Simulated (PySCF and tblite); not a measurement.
Values are calculated unless marked as measured or tabulated.
5 regioisomers of C5H2ClF3S:

```csv
isomer,SMILES
A,[F:1][C:2]([F:3])([F:4])[c:5]1[cH:6][c:7]([Cl:8])[cH:9][s:10]1
B,[F:1][C:2]([F:3])([F:4])[c:5]1[cH:6][cH:7][s:8][c:9]1[Cl:10]
C,[F:1][C:2]([F:3])([F:4])[c:5]1[cH:6][cH:7][c:8]([Cl:9])[s:10]1
D,[F:1][C:2]([F:3])([F:4])[c:5]1[cH:6][s:7][cH:8][c:9]1[Cl:10]
E,[F:1][C:2]([F:3])([F:4])[c:5]1[cH:6][s:7][c:8]([Cl:9])[cH:10]1
```

Each isomer is a Boltzmann average at 298.15 K over at most 2 conformers: GFN2-xTB geometries, energies B3LYP/def2-SVP (IEF-PCM, acetonitrile) (D3(BJ) added where defined), GFN2-xTB thermal terms. Programs: PySCF with density fitting and tblite.

Problem. Rank the isomers by free energy at 298.15 K.

Solution. 
```
isomer  ΔG (kcal/mol)  ΔE, lowest conformer  conformers  largest weight %  rms dipole (D)
     D            0.0                   0.0           1               100            3.77
     E            0.8                   1.2           1               100            1.98
     A            0.8                   1.2           1               100            2.21
     B            2.6                   2.6           1               100            3.65
     C            2.7                   3.0           1               100            2.60
```
